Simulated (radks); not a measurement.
All-electron atom: Rh III in [Kr] 4d6.75 5d0.25 (fractional occupations, a model configuration). Calculated with a radial shooting solver on a logarithmic mesh with Libxc functionals: scalar-relativistic Kohn-Sham, PBEsol, spin-unpolarised, spherical densities, point nucleus.

Radial electron density D(r) = 4 pi r^2 rho(r):

r (bohr)  D(r) (e/bohr)
0.003232          7.969
0.003762          10.12
0.00438           12.76
0.005099          15.94
0.005936          19.70
0.00691           24.05
0.008045          28.94
0.009365          34.27
0.0109            39.81
0.01269           45.25
0.01478           50.18
0.0172            54.11
0.02003           56.60
0.02331           57.33
0.02714           56.29
0.0316            53.90
0.03678           51.09
0.04282           49.17
0.04985           49.45
0.05803           52.72
0.06756           58.67
0.07865           65.60
0.09156           70.77
0.1066            71.59
0.1241            67.02
0.1445            58.71
0.1682            50.61
0.1958            46.83
0.2279            48.83
0.2653            53.90
0.3089            56.64
0.3596            52.74
0.4186            42.21
0.4874            29.30
0.5674            19.31
0.6605            14.87
0.769             14.72
0.8952            15.56
1.042             14.88
1.213             12.27
1.412             8.766
1.644             5.526
1.914             3.130
2.228             1.609
2.594            0.7542
3.02             0.3306
3.516            0.1518
4.093           0.08931
4.765           0.06787
5.547           0.05190
6.458           0.03334
7.518           0.01689
8.752          0.006452
10.19          0.001760
11.86         0.0003260

D(r) has 4 maxima, at r = 0.0229, 0.101, 0.309, 0.917 bohr, and minima at 0.0457, 0.199, 0.710 bohr, inside which lie 2.02, 11.09, 29.05 electrons.
